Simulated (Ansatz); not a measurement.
Species: I2, charge -1, multiplicity 2. 
Geometry from a B3LYP-D3(BJ)/def2-TZVP (Ansatz, a first-principles code) optimisation:
```xyz
2

I      0.0000     0.0000    -1.6652
I      0.0000     0.0000     1.6652
```
Charge -1, spin multiplicity 2.

Basis-set convergence of Hartree-Fock and MP2 correlation energies (hartree) with Ansatz. Valence correlation only, unless marked. Open shells are spin-unrestricted. Spin-orbit coupling is left out. The frozen core is the preceding noble-gas configuration, with the filled d and f shells of earlier blocks. In def2 rows, elements after Kr have scalar-relativistic effective core potentials.

| basis | functions | E(HF) | E(corr, MP2) |
|---|---|---|---|
| def2-SVPD | 70 | -593.41291 | -0.20770 |
| def2-TZVPPD | 118 | -593.42509 | -0.27750 |
| def2-QZVPPD | 182 | -593.42647 | -0.31759 |

Extrapolating the two largest sets (X = 3 and 4) as X^-3: E(corr) = (64·(-0.31759) - 27·(-0.27750))/37 = -0.3468 Eh, an estimate of the basis-set limit. The largest set recovers 91.6 % of it, the smallest 59.9 %.
